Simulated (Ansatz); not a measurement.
ruthenium atom (Ru), quintet (all electrons, no relativity). Base run: B3LYP/3-21G in Ansatz (a quantum-chemistry and plane-wave program).

Here is a job for Ansatz.
Ansatz 0.2 input:
```yaml
crystal:
  periodic: [false, false, false]
  atoms:
    - {symbol: Ru, position_ang: [0.00000000, 0.00000000, 0.00000000]}
basis:
  gaussian:
    orbitals: 3-21G.json
hamiltonian:
  xc: b3lyp
magnetization: {spin_polarized: true, initial_magnetization: 4}
```
The basis file holds 3-21G in the JSON format of the Basis Set Exchange.

The base run was repeated with changes; each row names its change, and settings that it needs were set with it.

```csv
change,basis functions,E (Eh)
base,39,-4423.08007
basis = x2c-TZVPall; relativity = spin-free X2C,63,-4530.44062
basis = x2c-TZVPall; relativity = none,63,-4387.94352
basis = Sapporo-DKH3-DZP-2012; relativity = spin-free X2C,49,-4530.20164
basis = Sapporo-DKH3-DZP-2012; relativity = spin-free X2C; nucleus = Gaussian,49,-4530.13167
basis = Sapporo-DKH3-DZP-2012; relativity = none,49,-4365.97177
basis = ANO-RCC-VDZP; relativity = none,43,-4362.92259
basis = x2c-TZVPall; relativity = spin-free X2C; nucleus = Gaussian,63,-4530.37566
basis = ANO-RCC-VDZP; relativity = spin-free X2C; nucleus = Gaussian,43,-4530.25186
basis = ANO-RCC-VDZP; relativity = spin-free X2C,43,-4530.32920
```

Absolute energies of different levels of theory aren't comparable as measures of quality.

Ansatz warned in this series: the basis is contracted for relativity, which the run leaves out.

Basis sets contracted for a relativistic Hamiltonian are a mismatch without it, so the rows without relativity aren't non-relativistic limits. No row has spin-orbit coupling; sets with core potentials leave out the core electrons.
